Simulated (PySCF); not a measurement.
Method: PBE0 in PySCF with W def2-SVP with ECP60, Se def2-SVP; scalar-relativistic core potentials, no spin–orbit coupling; density-fitted integrals.

Each entry is the lowest minimum that a search over a few typed start shapes (and spin states, where more than one is plausible) found, or that minimum re-optimised at the stated level; isomers with ligand–ligand bonds, or fragments after loss of a ligand pair, can lie lower. Open shells are unrestricted.

WSe2 is a triplet of C2v symmetry with W–Se 2.254 Å (×2); Se–W–Se 113.7°. Its wavenumbers are 102, 343, 360 cm⁻¹.

What changes when one electron is removed, giving WSe₂⁺?

It costs 7.84 eV between the minima (7.84 eV with zero-point energy). WSe₂⁺ is a doublet of C2v symmetry with W–Se 2.220 Å (×2); Se–W–Se 105.3°; wavenumbers 133, 356, 363 cm⁻¹.

With open d or f shells other occupations or spin states may lie lower. Spin–orbit coupling, left out here, can matter for elements this heavy.
